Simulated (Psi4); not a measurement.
mercury atom (Hg), singlet (core potentials on Hg); HF/def2-SVPD (Psi4 1.11).

Input for Psi4:
```
memory 2 GB

molecule mol {
0 1
  Hg    0.000000    0.000000    0.000000
}

set basis def2-svpd
set reference rhf

energy('scf')
print_variables()
```

It wrote (shortened):

```
   => Loading Basis Set <=

    Name: DEF2-SVPD
    Role: ORBITAL
    Keyword: BASIS

    !!!  WARNING: ECP capability is in beta. Please check occupations closely.  !!!

         ---------------------------------------------------------
                                   SCF
               by Justin Turney, Rob Parrish, Andy Simmonett
                          and Daniel G. A. Smith
                              RHF Reference
         ---------------------------------------------------------

  ==> Geometry <==

    Molecular point group: d2h
    Geometry (in Angstrom), charge = 0, multiplicity = 1:

       Center              X                  Y                   Z               Mass
    ------------   -----------------  -----------------  -----------------  -----------------
         HG           0.000000000000     0.000000000000     0.000000000000   201.970643400000

  Running in d2h symmetry.

  Rotational constants: A = ************  B = ************  C = ************ [cm^-1]
  Rotational constants: A = ************  B = ************  C = ************ [MHz]
  Nuclear repulsion =    0.000000000000000

  Charge       = 0
  Multiplicity = 1
  Electrons    = 20
  Nalpha       = 10
  Nbeta        = 10

  ==> Algorithm <==

  SCF Algorithm Type is DF.
  DIIS enabled.
  MOM disabled.
  Fractional occupation disabled.
  Guess Type is CORE.
  Energy threshold   = 1.00e-06
  Density threshold  = 1.00e-06
  Integral threshold = 1.00e-12

  ==> Primary Basis <==

  Basis Set: DEF2-SVPD
    Blend: DEF2-SVPD
    Number of shells: 13
    Number of basis functions: 35
    Number of Cartesian functions: 40
    Spherical Harmonics?: true
    Max angular momentum: 3

  Core potential: DEF2-SVPD
    Number of shells: 4
    Number of ECP primitives: 10
    Number of ECP core electrons: 60
    Max angular momentum: 3

   => Loading Basis Set <=

    Name: (DEF2-SVPD AUX)
    Role: JKFIT
    Keyword: DF_BASIS_SCF

  ==> Integral Setup <==

  SCF_SUBTYPE=INCORE selected. In-core MEM_DF algorithm will be used.
  Using in-core AOs.

  ==> MemDFJK: Density-Fitted J/K Matrices <==

    J tasked:                   Yes
    K tasked:                   Yes
    wK tasked:                   No
    Algorithm:                 Core
    Schwarz Cutoff:           1E-12
    Mask sparsity (%):       0.0000
    Fitting Condition:        1E-10

   => Auxiliary Basis Set <=

  Basis Set: (DEF2-SVPD AUX)
    Blend: DEF2-UNIVERSAL-JKFIT
    Number of shells: 51
    Number of basis functions: 247
    Number of Cartesian functions: 365
    Spherical Harmonics?: true
    Max angular momentum: 6

  Minimum eigenvalue in the overlap matrix is 1.0554900372E-02.
  Reciprocal condition number of the overlap matrix is 3.1306253241E-03.
    Using symmetric orthogonalization.

  ==> Pre-Iterations <==

  SCF Guess: Core (One-Electron) Hamiltonian.

   -------------------------------------------------------
    Irrep   Nso     Nmo     Nalpha   Nbeta   Ndocc  Nsocc
   -------------------------------------------------------
     Ag        10      10       4       4       4       0
     B1g        2       2       1       1       1       0
     B2g        2       2       1       1       1       0
     B3g        2       2       1       1       1       0
     Au         1       1       0       0       0       0
     B1u        6       6       1       1       1       0
     B2u        6       6       1       1       1       0
     B3u        6       6       1       1       1       0
   -------------------------------------------------------
    Total      35      35      10      10      10       0
   -------------------------------------------------------

  ==> Iterations <==

                           Total Energy        Delta E     RMS |[F,P]|

    Occupation by irrep:
             Ag   B1g   B2g   B3g    Au   B1u   B2u   B3u
    DOCC [     4,    0,    0,    0,    0,    2,    2,    2 ]
    NA   [     4,    0,    0,    0,    0,    2,    2,    2 ]
    NB   [     4,    0,    0,    0,    0,    2,    2,    2 ]

   @DF-RHF iter   1:  -146.49510061514349   -1.46495e+02   2.41083e-01 ADIIS
    Occupation by irrep:
             Ag   B1g   B2g   B3g    Au   B1u   B2u   B3u
    DOCC [     4,    1,    1,    1,    0,    1,    1,    1 ]
    NA   [     4,    1,    1,    1,    0,    1,    1,    1 ]
    NB   [     4,    1,    1,    1,    0,    1,    1,    1 ]

   @DF-RHF iter   2:  -139.94801467609855    6.54709e+00   2.67186e-01 ADIIS
   @DF-RHF iter   3:  -152.50856618123211   -1.25606e+01   1.94462e-02 ADIIS/DIIS
   @DF-RHF iter   4:  -152.54906789059919   -4.05017e-02   2.40925e-03 ADIIS/DIIS
   @DF-RHF iter   5:  -152.55018240252437   -1.11451e-03   1.12538e-03 ADIIS/DIIS
   @DF-RHF iter   6:  -152.55036204212013   -1.79640e-04   1.36458e-04 ADIIS/DIIS
   @DF-RHF iter   7:  -152.55036354942285   -1.50730e-06   3.18372e-05 DIIS
   @DF-RHF iter   8:  -152.55036374081538   -1.91393e-07   1.25968e-06 DIIS
   @DF-RHF iter   9:  -152.55036374128343   -4.68049e-10   2.88370e-07 DIIS
  Energy and wave function converged.

  ==> Post-Iterations <==

    Orbital Energies [Eh]
    ---------------------

    Doubly Occupied:

[...]
       4Ag    -0.326544

    Virtual:

[...]
      10Ag   121.686284

    Final Occupation by Irrep:
             Ag   B1g   B2g   B3g    Au   B1u   B2u   B3u
    DOCC [     4,    1,    1,    1,    0,    1,    1,    1 ]
    NA   [     4,    1,    1,    1,    0,    1,    1,    1 ]
    NB   [     4,    1,    1,    1,    0,    1,    1,    1 ]

  @DF-RHF Final Energy:  -152.55036374128343

   => Energetics <=

    Nuclear Repulsion Energy =              0.0000000000000000
    One-Electron Energy =                -270.1395146979978676
    Two-Electron Energy =                 117.5891509567144197
    Total Energy =                       -152.5503637412834337

Computation Completed

Properties will be evaluated at   0.000000,   0.000000,   0.000000 [a0]

Properties computed using the SCF density matrix

 Multipole Moments:

 ------------------------------------------------------------------------------------
     Multipole            Electronic (a.u.)      Nuclear  (a.u.)        Total (a.u.)
 ------------------------------------------------------------------------------------

 L = 1.  Multiply by 2.5417464519 to convert [e a0] to [Debye]
 Dipole X            :          0.0000000            0.0000000            0.0000000
 Dipole Y            :          0.0000000            0.0000000            0.0000000
 Dipole Z            :          0.0000000            0.0000000            0.0000000
 Magnitude           :                                                    0.0000000

 ------------------------------------------------------------------------------------

  Variable Map:
  ----------------------------------------------------------------------------
[...]
  Array Variable Map:
  ----------------------------------------------------------------------------
[...]
[...]
```
